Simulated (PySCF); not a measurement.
**Spin-orbit coupling and the third ionisation energy along the 4d series**

Two-component X2C-1e calculated with PySCF 2.14: MP2 on generalised Hartree-Fock spinors (GMP2), with spin-orbit coupling off and on (screened by Boettger's factors); no Breit or QED terms. Values in eV; the references (NIST) lie between the lowest levels. Elements whose determinants are no pure J levels are left out.

| element | configurations | spin-free | with spin-orbit | shift | reference |
| --- | --- | --- | --- | --- | --- |
| Ru (x2c-SVPall-2c, [Ar] 3d10 frozen) | [Kr] 4d6 → [Kr] 4d5 | 27.484 | 27.618 | 0.134 | 28.47 (s) |
| Rh (x2c-SVPall-2c, [Ar] 3d10 frozen) | [Kr] 4d7 → [Kr] 4d6 | 30.314 | 30.372 | 0.058 | 31.06 (s) |
| Pd (x2c-SVPall-2c, [Ar] 3d10 frozen) | [Kr] 4d8 → [Kr] 4d7 | 32.318 | 32.250 | -0.067 | 32.93 (s) |
| Ag (x2c-SVPall-2c, [Ar] 3d10 frozen) | [Kr] 4d9 → [Kr] 4d8 | 34.331 | 34.161 | -0.171 | 34.8 ± 0.3 (s) |
| Cd (x2c-SVPall-2c, [Ar] 3d10 frozen) | [Kr] 4d10 → [Kr] 4d9 | 37.273 | 36.967 | -0.306 | 37.468 ± 0.006 |

The largest shift is at Cd, -0.306 eV, where spin-orbit coupling lowers the species with fewer electrons by more than the one with more (starting occupations closed and 4d3/2^4 4d5/2^5).

What remains against the references is mostly the basis and correlation beyond MP2. References marked (s) are semi-empirical, (t) theoretical.
